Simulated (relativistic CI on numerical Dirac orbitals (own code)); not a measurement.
## Re6+: N6,7 absorption edge

Computed with this model: Dirac-Coulomb-Breit CI, separate exchange-only KLI orbitals for each configuration, QED by a radiative potential, valence Slater integrals scaled by 0.8, multiplet model of core-to-valence dipole absorption; configurations [Xe] 4f14 5d → [Xe] 4f13 5d2; 300 K; Lorentzian 0.3 eV and Gaussian 0.3 eV FWHM. Energies are those of the free ion, without screening or charge transfer. The branching ratio is the share of the lower-energy edge in the whole absorption, uncertain by about 0.02 where the edges overlap. S is read from ⟨S²⟩ = S(S + 1).

Field parameters in Wybourne normalisation: D3d B²₀ = −7Dσ, B⁴₀ = −14Dq − 21Dτ, B⁴₃ = −14√(10/7) Dq; Oh B⁴₀ = 21Dq, B⁴₄ = √(5/14) B⁴₀. The field is a parameter set, without covalency.

Computed curve for D3d, 10Dq = 42500, Dσ = 1000, Dτ = -90 cm⁻¹, scaled to 100 at the maximum (points under 2 are left out and the grid is thinned):

```tsv
Energy (eV)	Intensity
43.7	2.5
43.9	4.5
44.1	8.9
44.3	16.6
44.5	17.4
44.7	10.3
44.9	7.9
45.1	10.3
45.3	13.9
45.5	18.4
45.7	23.1
45.9	19.4
46.1	13.2
46.3	12.0
46.5	15.8
46.6	19.8
46.8	32.4
47.0	48.7
47.2	81.0
47.4	100.0
47.6	69.2
47.8	34.0
48.0	20.9
48.2	15.7
48.4	12.6
48.6	10.2
48.8	8.6
49.0	8.9
49.2	9.8
49.4	13.0
49.6	22.8
49.8	40.8
50.0	59.1
50.2	64.8
50.4	55.0
50.6	50.9
50.8	50.0
51.0	47.3
51.2	39.8
51.4	30.4
51.6	26.1
51.8	30.7
52.0	39.8
52.2	59.2
52.4	87.0
52.5	95.0
52.7	94.8
52.9	71.7
53.1	49.7
53.3	43.8
53.5	46.0
53.7	37.2
53.9	22.5
54.1	15.8
54.3	12.1
54.5	9.1
54.7	6.5
54.9	4.9
55.1	3.3
55.3	2.2
```

The ground state has S = 0.50, and the centroid lies at 50.12 eV.
